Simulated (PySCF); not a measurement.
Isomers of C6H17PSi, mass 148.084 u with the commonest isotopes. Method used: PBE0/pcSseg-1 in PySCF (dipole) on a GFN2-xTB geometry, gas phase. One conformer each, none proved a minimum here; rigid rotors.

Question: Order these by radius of gyration √(Σ m r²/M), smallest first.
A. `[CH3:1][CH2:2][PH:3][CH2:4][Si:5]([CH3:6])([CH3:7])[CH3:8]` with C1–C2–P3–C4 -167°, C2–P3–C4–Si5 169°
B. `[CH3:1][CH2:2][CH2:3][CH2:4][P:5]([SiH3:6])[CH2:7][CH3:8]` with C1–C2–C3–C4 178°, C2–C3–C4–P5 -58°, C3–C4–P5–Si6 -171°, C4–P5–C7–C8 -48°
C. `[CH3:1][CH2:2][P:3]([CH3:4])[Si:5]([CH3:6])([CH3:7])[CH3:8]` with C1–C2–P3–C4 -78°
D. `[CH2:1]=[P@:2]([CH3:3])([CH2:4][SiH3:5])[CH:6]([CH3:7])[CH3:8]` with C1–P2–C4–Si5 -73°, C1–P2–C6–C7 -59°
E. `[CH3:1][CH:2]([CH3:3])[CH2:4][P:5]([CH3:6])[CH2:7][SiH3:8]` with C1–C2–C4–P5 174°, C2–C4–P5–C6 -173°, C4–P5–C7–Si8 -39°

Answer: D (2.168 Å), C (2.242 Å), E (2.303 Å), B (2.451 Å), A (2.553 Å).

Question: Order these by dipole moment, smallest first.
A. `[CH3:1][CH:2]([CH3:3])[CH2:4][P:5]([CH3:6])[CH2:7][SiH3:8]` with C1–C2–C4–P5 174°, C2–C4–P5–C6 -173°, C4–P5–C7–Si8 -39°
B. `[CH3:1][CH2:2][P:3]([CH3:4])[Si:5]([CH3:6])([CH3:7])[CH3:8]` with C1–C2–P3–C4 -78°
C. `[CH3:1][CH2:2][CH2:3][CH2:4][P:5]([SiH3:6])[CH2:7][CH3:8]` with C1–C2–C3–C4 178°, C2–C3–C4–P5 -58°, C3–C4–P5–Si6 -171°, C4–P5–C7–C8 -48°
D. `[CH2:1]=[P@:2]([CH3:3])([CH2:4][SiH3:5])[CH:6]([CH3:7])[CH3:8]` with C1–P2–C4–Si5 -73°, C1–P2–C6–C7 -59°
E. `[CH3:1][SiH2:2][P:3]([CH3:4])[C:5]([CH3:6])([CH3:7])[CH3:8]` with C1–Si2–P3–C4 156°
F. `[CH3:1][CH2:2][PH:3][CH2:4][Si:5]([CH3:6])([CH3:7])[CH3:8]` with C1–C2–P3–C4 -167°, C2–P3–C4–Si5 169°

Answer: A (0.62 D), E (1.08 D), F (1.22 D), B (1.36 D), C (1.51 D), D (3.31 D).

Question: Order these by rotational constant B, smallest first.
A. `[CH3:1][CH:2]([CH3:3])[CH2:4][P:5]([CH3:6])[CH2:7][SiH3:8]` with C1–C2–C4–P5 174°, C2–C4–P5–C6 -173°, C4–P5–C7–Si8 -39°
B. `[CH3:1][CH2:2][CH2:3][CH2:4][P:5]([SiH3:6])[CH2:7][CH3:8]` with C1–C2–C3–C4 178°, C2–C3–C4–P5 -58°, C3–C4–P5–Si6 -171°, C4–P5–C7–C8 -48°
C. `[CH3:1][CH2:2][PH:3][CH2:4][Si:5]([CH3:6])([CH3:7])[CH3:8]` with C1–C2–P3–C4 -167°, C2–P3–C4–Si5 169°
D. `[CH3:1][CH2:2][P:3]([CH3:4])[Si:5]([CH3:6])([CH3:7])[CH3:8]` with C1–C2–P3–C4 -78°
E. `[CH3:1][SiH2:2][P:3]([CH3:4])[C:5]([CH3:6])([CH3:7])[CH3:8]` with C1–Si2–P3–C4 156°
F. `[CH2:1]=[P@:2]([CH3:3])([CH2:4][SiH3:5])[CH:6]([CH3:7])[CH3:8]` with C1–P2–C4–Si5 -73°, C1–P2–C6–C7 -59°

Answer: C (586.0 MHz), B (698.4 MHz), D (877.1 MHz), A (914.0 MHz), E (994.8 MHz), F (1038 MHz).

| SMILES | point group | Ia (u·Å²) | Ib (u·Å²) | Ic (u·Å²) | κ | μa (D) | μb (D) | μc (D) |
| --- | --- | --- | --- | --- | --- | --- | --- | --- |
| C=[P@](C)(C[SiH3])C(C)C | C1 | 305.52 | 487.09 | 600.03 | -0.52 | 1.10 | 2.67 | 1.61 |
| CCP(C)[Si](C)(C)C | C1 | 270.86 | 576.21 | 641.47 | -0.83 | 0.26 | 0.17 | 1.33 |
| CCPC[Si](C)(C)C | C1 | 193.55 | 862.49 | 873.82 | -0.99 | 0.11 | 1.14 | 0.42 |
| C[SiH2]P(C)C(C)(C)C | C1 | 270.86 | 508.01 | 608.29 | -0.68 | 0.71 | 0.26 | 0.77 |
| CC(C)CP(C)C[SiH3] | C1 | 313.56 | 552.95 | 704.28 | -0.56 | 0.12 | 0.38 | 0.47 |
| CCCCP([SiH3])CC | C1 | 231.42 | 723.63 | 824.41 | -0.89 | 0.48 | 1.06 | 0.95 |
